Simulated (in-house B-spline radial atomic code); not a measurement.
Configurations of Hf IV (Hf3+), with energies counted from [Xe] 4f14 5d1. Level of theory: Dirac-Hartree-Fock, average of configuration, Fermi nucleus of rms radius 5.347 fm; calculated with an all-electron radial atomic-structure program (B-spline basis). Energies include first-order Breit, QED and recoil terms.

Occupations are held fixed; configurations that lie above the ionisation limit could autoionise.

```
                 configuration  E - E(ref) (eV)  highest orbital  its <r> (bohr)
                 [Xe] 4f14 9s1           25.396            9s1/2           12.47
                 [Xe] 4f14 9p1           26.134            9p3/2           13.92
             [Xe] 4f13 5d1 6p1           26.917            6p3/2            3.36
                 [Xe] 4f14 9g1           29.277            9g7/2           27.82
             [Xe] 4f13 5d1 5g1           42.282            5g7/2           6.848
             [Xe] 4f13 5d1 8g1           47.594            8g7/2           21.43
[Kr] 4d10 4f14 5s2 5p5 5d1 7g1           64.872            7g7/2           15.81
[Kr] 4d10 4f14 5s2 5p5 5d1 8g1           65.916            8g7/2           21.43
```

Problem. Order these further configurations by energy, lowest first.
A. [Xe] 4f13 5d1 7g1
B. [Kr] 4d10 4f14 5s2 5p5 5d1 9g1
C. [Xe] 4f14 7d1
D. [Xe] 4f13 5d1 6s1
E. [Kr] 4d10 4f14 5s2 5p5 5d1 5g1

Solution. D (20.189 eV), C (22.451 eV), A (46.55 eV), E (60.604 eV), B (66.632 eV).

Problem. How far above the reference does [Xe] 4f14 8f1 lie?

Solution. 27.49 eV; its least bound orbital is 8f7/2 with <r> = 16.72 bohr.

Problem. How far above the reference does [Xe] 4f14 5g1 lie?

Solution. 23.253 eV; its least bound orbital is 5g7/2 with <r> = 6.859 bohr.

Problem. How far above the reference does [Xe] 4f14 8p1 lie?

Solution. 23.598 eV; its least bound orbital is 8p3/2 with <r> = 9.686 bohr.
